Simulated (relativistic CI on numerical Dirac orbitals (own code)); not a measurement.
Method of calculation: Dirac-Coulomb-Breit CI, separate exchange-only KLI orbitals for each configuration, a model potential for QED, unscaled Slater integrals (own radial code, finite nucleus).

Configurations in the expansion (outside the closed core 1s2): 2s2, 2s 2p, 2p2, 2p 3s, 2p 3p, 2s 3s, 2s 3p, 2s 3d, 2s 4s, 2s 4p, 2s 4d, 2s 4f, 2s 5s, 2s 5p, 2s 5d, 2s 5f, 2s 5g, 3s2, 3s 3p, 3p2. Levels of other configurations are missing.

At this charge energies of transitions that change n are usually good to better than 1 %, and those within a shell (Δn = 0) to a few per cent.

Outline of the computed level scheme of V XX. Lowest level of each configuration: 2s2 1S_0 at 0.00 eV; 2s 2p 3P°_0 at 37.71 eV; 2p2 3P_0 at 102.07 eV; 2s 3s 3S_1 at 843.44 eV; 2s 3p 3P°_1 at 861.91 eV; 2s 3d 3D_1 at 873.50 eV; 2p 3s 3P°_0 at 891.13 eV; 2p 3p 3D_1 at 902.67 eV; 2s 4s 3S_1 at 1131.75 eV.

Some strong electric-dipole decays among the lowest 36 levels: 2s 3d 3D_3 → 2s 2p 3P°_2 (1.3e+13 s⁻¹); 2s 3d 3D_2 → 2s 2p 3P°_1 (1.0e+13 s⁻¹); 2s 3d 1D_2 → 2s 2p 1P°_1 (9.6e+12 s⁻¹); 2s 3d 3D_1 → 2s 2p 3P°_0 (7.6e+12 s⁻¹); 2s 3d 3D_1 → 2s 2p 3P°_1 (5.6e+12 s⁻¹); 2p 3p 1D_2 → 2s 2p 1P°_1 (4.9e+12 s⁻¹); 2p 3p 1S_0 → 2s 2p 1P°_1 (4.4e+12 s⁻¹); 2s 3p 1P°_1 → 2s2 1S_0 (4.1e+12 s⁻¹).

LS names give the leading component of a level, which can be under half, so a name can repeat, a term be missing and a line seem to break the LS rules.
